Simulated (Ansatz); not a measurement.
Worked example: a bond strength in InNH2Cl (SMILES [NH2][In][Cl])

InNH2Cl has 5 atoms, charge 0, and is taken as a doublet. As SMILES, `[NH2][In][Cl]`. The shape was relaxed beforehand at PBE0/def2-SVP. This is one conformer, not always the lowest.

```xyz
5

N    -0.1268    0.8191   -0.4938
In   -0.4359   -1.2236   -0.1108
Cl    1.4222   -2.2508    0.9988
H    -0.9818    1.2886   -0.7990
H     0.1722    1.2930    0.3634
```

Wanted: the dissociation energy of the H4–N1 bond into doublet H and singlet InNHCl (shapes relaxed at PBE0/def2-SVP, no zero-point term). 1 Eh = 2625.50 kJ/mol = 27.2114 eV. Totals in Eh; open shells run unrestricted unless said.

```
                              level  program      InNH2Cl  doublet H  singlet InNHCl
U-r2SCAN/def2-TZVP (core potential)   Ansatz  -706.381030  -0.499927     -705.725669
  UB3LYP/def2-TZVP (core potential)   Ansatz  -706.454315  -0.502154     -705.795955
UPBE0-D4/def2-TZVP (core potential)   Ansatz  -706.155410  -0.501036     -705.497962
```

**Question.** Work out the dissociation energy at each level.

**Answer.** 
1. U-r2SCAN/def2-TZVP (core potential): (-0.499927) + (-705.725669) − (-706.381030) = 0.155434 Eh = 408.1 kJ/mol = 4.23 eV.
2. UB3LYP/def2-TZVP (core potential): (-0.502154) + (-705.795955) − (-706.454315) = 0.156206 Eh = 410.1 kJ/mol = 4.25 eV.
3. UPBE0-D4/def2-TZVP (core potential): (-0.501036) + (-705.497962) − (-706.155410) = 0.156412 Eh = 410.7 kJ/mol = 4.26 eV.

The levels span 408 to 411 kJ/mol; no measured value is set beside them. A fragment with an even electron count was run as a singlet and may have a lower triplet. A bond enthalpy at 298 K also holds the loss of zero-point energy and thermal terms.
